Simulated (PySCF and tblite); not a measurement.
The numbers below are computed, except where a source is named.
C8H12F2, numbered as in [F:1][CH2:2][C@@H:3]1[C@@H:4]2[CH2:5][CH2:6][C@H:7]1[C@H:8]([F:9])[CH2:10]2.

Search: ETKDG, MMFF94s, GFN2-xTB, 60 starts; geometries at GFN2-xTB. Energies: PBE0-D3(BJ)/pcSseg-1, with GFN2-xTB thermal terms (modes under about 100 cm⁻¹ blended into free rotors). Symmetry numbers and mirror images are counted. Conformers within 2.5 kcal/mol (GFN2-xTB free energy) were kept, 3 at most. Of two unlike H on one atom, a is the less shielded (PBE0/pcSseg-1). (PySCF 2.14, tblite 0.8.)

An NOE distance is ⟨r⁻⁶⟩^(−1/6) over all pairs of like atoms and, for the average, over conformers.

Torsions listed: F1–C2–C3–C4. The 5-ring runs over atoms 3–4–5–6–7. The 5-ring runs over atoms 3–4–10–8–7.

```csv
conformer,shape,weight %
1,"5-ring envelope (ring torsions -34, 0, 34, -54, 54°); 5-ring envelope (ring torsions 37, -1, -36, 57, -57°); -74°",43.2
2,"5-ring envelope (ring torsions -35, 1, 33, -53, 54°); 5-ring envelope (ring torsions 36, 0, -37, 58, -57°); 56°",28.4
3,"5-ring envelope (ring torsions -36, 2, 33, -53, 54°); 5-ring envelope (ring torsions 36, 0, -36, 57, -57°); -175°",28.4
```

Question: Which H–H contacts under 3.5 Å would NOEs report (pairs on one atom left out) at 298.15 K?

Answer: 
```json
{"pair": "H5a ··· H6a", "in 1 (Å)": "2.35", "in 2 (Å)": "2.33", "in 3 (Å)": "2.35", "average (Å)": "2.34"}
{"pair": "H5b ··· H10b", "in 1 (Å)": "2.36", "in 2 (Å)": "2.35", "in 3 (Å)": "2.37", "average (Å)": "2.36"}
{"pair": "H5b ··· H6b", "in 1 (Å)": "2.37", "in 2 (Å)": "2.37", "in 3 (Å)": "2.37", "average (Å)": "2.37"}
{"pair": "H6b ··· H8", "in 1 (Å)": "2.37", "in 2 (Å)": "2.37", "in 3 (Å)": "2.36", "average (Å)": "2.37"}
{"pair": "H8 ··· H10b", "in 1 (Å)": "2.40", "in 2 (Å)": "2.40", "in 3 (Å)": "2.40", "average (Å)": "2.40"}
{"pair": "H4 ··· H5a", "in 1 (Å)": "2.48", "in 2 (Å)": "2.48", "in 3 (Å)": "2.48", "average (Å)": "2.48"}
{"pair": "H6a ··· H7", "in 1 (Å)": "2.48", "in 2 (Å)": "2.48", "in 3 (Å)": "2.48", "average (Å)": "2.48"}
{"pair": "H4 ··· H10a", "in 1 (Å)": "2.49", "in 2 (Å)": "2.49", "in 3 (Å)": "2.49", "average (Å)": "2.49"}
{"pair": "H3 ··· H10a", "in 1 (Å)": "2.53", "in 2 (Å)": "2.53", "in 3 (Å)": "2.56", "average (Å)": "2.54"}
{"pair": "H2b ··· H5a", "in 1 (Å)": "2.27", "in 2 (Å)": "3.96", "in 3 (Å)": "3.15", "average (Å)": "2.56"}
{"pair": "H2a ··· H3", "in 1 (Å)": "2.50", "in 2 (Å)": "2.42", "in 3 (Å)": "3.06", "average (Å)": "2.57"}
{"pair": "H2b ··· H3", "in 1 (Å)": "3.06", "in 2 (Å)": "2.42", "in 3 (Å)": "2.52", "average (Å)": "2.62"}
{"pair": "H3 ··· H7", "in 1 (Å)": "2.64", "in 2 (Å)": "2.64", "in 3 (Å)": "2.63", "average (Å)": "2.64"}
{"pair": "H3 ··· H4", "in 1 (Å)": "2.64", "in 2 (Å)": "2.65", "in 3 (Å)": "2.66", "average (Å)": "2.65"}
{"pair": "H7 ··· H8", "in 1 (Å)": "2.68", "in 2 (Å)": "2.68", "in 3 (Å)": "2.69", "average (Å)": "2.68"}
{"pair": "H4 ··· H5b", "in 1 (Å)": "2.69", "in 2 (Å)": "2.68", "in 3 (Å)": "2.68", "average (Å)": "2.69"}
{"pair": "H4 ··· H10b", "in 1 (Å)": "2.70", "in 2 (Å)": "2.70", "in 3 (Å)": "2.70", "average (Å)": "2.70"}
{"pair": "H6b ··· H7", "in 1 (Å)": "2.69", "in 2 (Å)": "2.70", "in 3 (Å)": "2.70", "average (Å)": "2.70"}
{"pair": "H2a ··· H6a", "in 1 (Å)": "3.20", "in 2 (Å)": "3.99", "in 3 (Å)": "2.28", "average (Å)": "2.72"}
{"pair": "H2b ··· H6a", "in 1 (Å)": "2.42", "in 2 (Å)": "3.42", "in 3 (Å)": "3.86", "average (Å)": "2.73"}
{"pair": "H2a ··· H5a", "in 1 (Å)": "3.85", "in 2 (Å)": "3.39", "in 3 (Å)": "2.40", "average (Å)": "2.87"}
{"pair": "H8 ··· H10a", "in 1 (Å)": "2.92", "in 2 (Å)": "2.92", "in 3 (Å)": "2.92", "average (Å)": "2.92"}
{"pair": "H5a ··· H6b", "in 1 (Å)": "2.94", "in 2 (Å)": "2.94", "in 3 (Å)": "2.95", "average (Å)": "2.94"}
{"pair": "H5b ··· H6a", "in 1 (Å)": "2.94", "in 2 (Å)": "2.93", "in 3 (Å)": "2.93", "average (Å)": "2.94"}
{"pair": "H2a ··· H7", "in 1 (Å)": "2.78", "in 2 (Å)": "3.97", "in 3 (Å)": "3.12", "average (Å)": "3.02"}
{"pair": "H2b ··· H4", "in 1 (Å)": "3.12", "in 2 (Å)": "3.97", "in 3 (Å)": "2.76", "average (Å)": "3.07"}
{"pair": "H2b ··· H7", "in 1 (Å)": "3.36", "in 2 (Å)": "2.84", "in 3 (Å)": "3.98", "average (Å)": "3.21"}
{"pair": "H2a ··· H4", "in 1 (Å)": "3.97", "in 2 (Å)": "2.85", "in 3 (Å)": "3.36", "average (Å)": "3.26"}
{"pair": "H6b ··· H10b", "in 1 (Å)": "3.35", "in 2 (Å)": "3.30", "in 3 (Å)": "3.29", "average (Å)": "3.32"}
{"pair": "H5b ··· H8", "in 1 (Å)": "3.36", "in 2 (Å)": "3.41", "in 3 (Å)": "3.42", "average (Å)": "3.39"}
```

Longer pairs under the limit may be missing.


Conformer gaps in pcSseg-1 on xTB geometries can be 2 kcal/mol off for S=O, P=O and other polar bonds.